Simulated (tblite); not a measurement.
C₈H₁₁P.
Geometry (GFN2-xTB, Å), atoms numbered from 1 in this order:
```
atom  x, y, z in Å
C1     3.3765   -1.0171   -0.2126
C2     2.7056   -0.0539   -0.8199
C3     1.4947    0.6029   -0.2624
P4    -0.0292    0.1388   -1.2771
C5    -1.2242    0.9058   -0.2295
C6    -2.0956    1.4771    0.3763
C7    -3.1149    2.1345    1.1629
C8    -0.1774   -1.5742   -0.6733
C9    -1.2782   -2.1125   -0.1748
H10    3.0886   -1.3801    0.7612
H11    4.2432   -1.4766   -0.6564
H12    3.0134    0.2904   -1.7995
H13    1.3283    0.3208    0.7802
H14    1.5824    1.6913   -0.3315
H15   -2.6544    2.6957    1.9763
H16   -3.6844    2.8207    0.5359
H17   -3.7947    1.3947    1.5862
H18    0.7159   -2.1692   -0.8305
H19   -2.1751   -1.5301   -0.0370
H20   -1.3258   -3.1484    0.1225
```

Level: GFN2-xTB in tblite, geometry and Hessian alike; calculated harmonic values, unscaled, isolated species. Against measured fundamentals such values can be off by several per cent, at times by over 20. One conformer, not necessarily the lowest.

Harmonic wavenumbers (cm⁻¹): 27.6, 47.6, 55.8, 72.5, 86.5, 97.4, 182.0, 227.0, 255.1, 262.2, 304.4, 323.5, 392.8, 415.5, 532.4, 589.7, 597.9, 683.1, 743.1, 840.0, 889.8, 891.9, 952.0, 998.1, 1009.1, 1017.4, 1018.6, 1019.8, 1054.3, 1097.7, 1162.2, 1180.9, 1240.1, 1290.2, 1385.7, 1397.1, 1407.7, 1437.2, 1452.0, 1452.5, 1655.3, 1705.7, 2318.0, 2941.2, 2952.7, 2996.8, 2998.0, 3005.5, 3018.4, 3049.9, 3079.6, 3094.4, 3107.0, 3124.2.

A = 2236, B = 741.6, C = 629.7 MHz; mass 138.060 u (most abundant isotopes); point group C1, symmetry number 1.

Question: Zero-point energy?

Answer: Half the sum of the wavenumbers: 34569 cm⁻¹ = 413.53 kJ/mol.

Question: Entropy at 273.15 K, 1 bar (ideal gas, RRHO, classical rotation)?

Answer: Translation 168.49, rotation 124.89, vibration 165.06: S = 458.4 J/(mol K).

Question: And Cp and H(273.15 K) − H(0)?

Answer: Cp = 173.38 J/(mol K), of which vibrations give 140.12 (their classical limit is 54 R = 449.0); H(273.15 K) − H(0) = 30.70 kJ/mol without the zero-point energy, 21.62 from vibrations.

Question: How do the functions run with temperature in this model?

Answer: 
```tsv
T (K)	S (J/(mol K))	Cp (J/(mol K))	H − H(0) (kJ/mol)	G − H(0) (kJ/mol)	ln q(vib)
50	267.5	72.9	2.61	-10.77	1.41
100	326.6	99.7	6.95	-25.71	3.66
298.15	474.1	183.9	35.17	-106.18	11.20
373.15	518.6	214.2	50.11	-143.43	13.69
500	587.7	258.5	80.20	-213.67	17.69
750	705.3	321.2	153.22	-375.77	24.93
1000	803.9	363.3	239.10	-564.76	31.45
```

q(vib) and H(0) count from the zero-point level.

Question: Blend soft modes into free rotors: weight 1/[1 + (100 cm⁻¹/ν̃)⁴] for the oscillator and the rest for a rotor with moment μB/(μ + B), μ = h/(8π²ν), B = 10⁻⁴⁴ kg m². What vibrational entropy results?

Answer: 143.14 J/(mol K) in place of 165.06, which changes −T·S at 273.15 K by +5.99 kJ/mol.

Hindered rotation and anharmonicity are outside this model. Other conformers, if any are populated, would add a mixing term that is left out. The structure is chiral; the term R ln 2 for an equal mix with its mirror image is left out.

Run on one thread of an Arm Neoverse N1 (shared host). The figure is for the frequency step alone.
